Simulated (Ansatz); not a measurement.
Two spin states of ZnS, each at its own minimum; 2S+1 = 1, 3 were tried, and the measured ground state has 1. No spin–orbit coupling. Zn is treated without relativity.

```json
[
 {"level": "PBE/def2-TZVPP", "energy of the multiplicity-3 state above the multiplicity-1 state (eV)": "0.405"},
 {"level": "PBE0/def2-TZVPP", "energy of the multiplicity-3 state above the multiplicity-1 state (eV)": "0.194"},
 {"level": "wB97X-V/def2-TZVPP", "energy of the multiplicity-3 state above the multiplicity-1 state (eV)": "0.157"},
 {"level": "CCSD/def2-TZVPP", "energy of the multiplicity-3 state above the multiplicity-1 state (eV)": "0.126"},
 {"level": "CCSD(T)/def2-TZVPP", "energy of the multiplicity-3 state above the multiplicity-1 state (eV)": "0.326"}
]
```

The rows run from 0.126 (CCSD/def2-TZVPP) to 0.405 eV (PBE/def2-TZVPP). The 3 functionals in def2-TZVPP without D3 or D4 span 0.248, from wB97X-V to PBE.

Each state is the lowest solution found for its spin in def2 and cc sets. The singlet is a restricted closed-shell determinant, which can mix singlet states where a π or δ shell is part-filled.

Correlated levels freeze the inner cores; with def2 sets outer-core shells near the valence are correlated too.

Doubts at one or more of the structures used: a restricted determinant that unrestricted orbitals would lower (CCSD/def2-TZVPP, CCSD(T)/def2-TZVPP).

Programs: Ansatz (a program for electronic structure).
